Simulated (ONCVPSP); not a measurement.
gadolinium (Gd): variants of one ONCV potential

Base potential:

ONCVPSP 4.0.1 input, shortened (lines: element, Z, core and valence counts, functional; n l f; lmax; l rc ep ncon nbas qcut; lloc lpopt rc5 dvloc0; l nproj debl; icmod fcfact rcfact), PBEsol, fully relativistic:

```
  Gd 64.00    9    5  -116133      upf
    1    0    2.00
    2    0    2.00
    2    1    6.00
    3    0    2.00
    3    1    6.00
    3    2   10.00
    4    0    2.00
    4    1    6.00
    4    2   10.00
    4    3    7.00
    5    0    2.00
    5    1    6.00
    5    2    1.50
    6    0    1.50
    3
    0    2.60    0.00    4    9    6.10
    1    2.15    0.00    3    7    5.90
    2    3.65    0.00    4    9    3.80
    3    1.45    0.00    4    9   10.70
    4    5    1.25    2.00
    0    2    3.70
    1    2    1.50
    2    2    2.80
    3    3    1.90
    3    3.50    1.35
```

Open shells are filled in proportion to 2j + 1.

Cutoffs, loose and tight: the cutoffs (Ha) at which the residual kinetic energy of the hardest occupied pseudo-wave falls to 1 and 0.1 mHa per electron. They do not see the model core or the augmentation charge, which bear on the density cutoff. Test errors are all-electron minus pseudo excitation energies from the reference, over the configurations 4f7 5s2 5p6 5d1 6s2; 4f7 5s2 5p6 5d1 6s1; 4f7 5s2 5p6 5d1 6s0; 4f7 5s2 5p6 5d1 6s0 6p2. A dash means not determined; rows that change the core or the reference have their own tests.

A true bound ghost makes a file unfit for plane-wave use even where its test errors are small: the radial tests pick states by their node count and pass the ghost by.

```tsv
change	outcome	cutoff, loose	cutoff, tight	bound ghosts	GHOST(+) flags above zero	largest test error (meV)
base	generated	54 Ha	106 Ha	none	s	-5.4
all radii but the core radius scaled by about 0.78 (s 2.04, p 1.68, d 2.86, f 1.14 bohr); local potential polynomial inside 0.98 bohr (lpopt 5, dvloc0 2 Ha)	generated	263 Ha	337 Ha	s	p3/2, d5/2, f7/2, p1/2, d3/2, f5/2	+1.0
all radii but the core radius scaled by about 0.91 (s 2.36, p 1.96, d 3.32, f 1.32 bohr); local potential polynomial inside 1.14 bohr (lpopt 5, dvloc0 2 Ha)	generated	91 Ha	198 Ha	s	p3/2, d5/2, d3/2	-5.4
all radii but the core radius scaled by about 0.95 (s 2.48, p 2.04, d 3.48, f 1.38 bohr); local potential polynomial inside 1.18 bohr (lpopt 5, dvloc0 2 Ha)	generated	58 Ha	173 Ha	none	s, d5/2, p1/2, d3/2	-4.2
all radii but the core radius scaled by about 1.08 (s 2.82, p 2.32, d 3.94, f 1.56 bohr); local potential polynomial inside 1.36 bohr (lpopt 5, dvloc0 2 Ha)	generated	50 Ha	55 Ha	none	s	+8.2
all radii but the core radius scaled by about 1.20 (s 3.12, p 2.58, d 4.38, f 1.74 bohr); local potential polynomial inside 1.50 bohr (lpopt 5, dvloc0 2 Ha)	generated	46 Ha	51 Ha	none	d5/2, d3/2	-164
all radii but the core radius scaled by about 1.24 (s 3.24, p 2.68, d 4.54, f 1.80 bohr); local potential polynomial inside 1.56 bohr (lpopt 5, dvloc0 2 Ha)	generated	45 Ha	49 Ha	none	d5/2, d3/2	-167
all radii but the core radius scaled by about 1.32 (s 3.44, p 2.84, d 4.84, f 1.92 bohr); local potential polynomial inside 1.66 bohr (lpopt 5, dvloc0 2 Ha)	failed: ERROR pspot: first pseudo wave function has node, program will stop	–	–	–	–	–
```

Problem. What comes out with this change to the base: all radii but the core radius scaled by about 0.84 (s 2.18, p 1.80, d 3.06, f 1.22 bohr); local potential polynomial inside 1.04 bohr (lpopt 5, dvloc0 2 Ha)?

Solution. outcome: generated; cutoff, loose: 212 Ha; cutoff, tight: 250 Ha; bound ghosts: s; GHOST(+) flags above zero: p3/2, d5/2, f7/2, p1/2, d3/2, f5/2; largest test error (meV): +1.7.

Problem. What comes out with this change to the base: all radii but the core radius scaled by about 1.13 (s 2.94, p 2.44, d 4.14, f 1.64 bohr); local potential polynomial inside 1.42 bohr (lpopt 5, dvloc0 2 Ha)?

Solution. outcome: generated; cutoff, loose: 49 Ha; cutoff, tight: 53 Ha; bound ghosts: none; GHOST(+) flags above zero: s; largest test error (meV): +11.

Problem. What comes out with this change to the base: all radii but the core radius scaled by about 1.03 (s 2.68, p 2.22, d 3.76, f 1.50 bohr); local potential polynomial inside 1.28 bohr (lpopt 5, dvloc0 2 Ha)?

Solution. outcome: generated; cutoff, loose: 52 Ha; cutoff, tight: 60 Ha; bound ghosts: none; GHOST(+) flags above zero: s, d3/2; largest test error (meV): +6.1.

Reading the sweep of the scale of all radii but the core radius (base = 1) (base included, trends over the rows without a ghost): The loose cutoff falls from 58 Ha at 0.95 to 45 Ha at 1.24. A larger radius leaves more room for a smooth pseudo-wave, so fewer plane waves are needed; a smaller one forces it to follow the all-electron wave where it bends sharply. The median size of the test errors (rows with all tests solved) is not monotonic: lowest 3.8 meV at 0.95, highest 22.6 meV at 1.2. Bound ghosts are found at 0.78, 0.84, 0.91. The generation fails at 1.32.
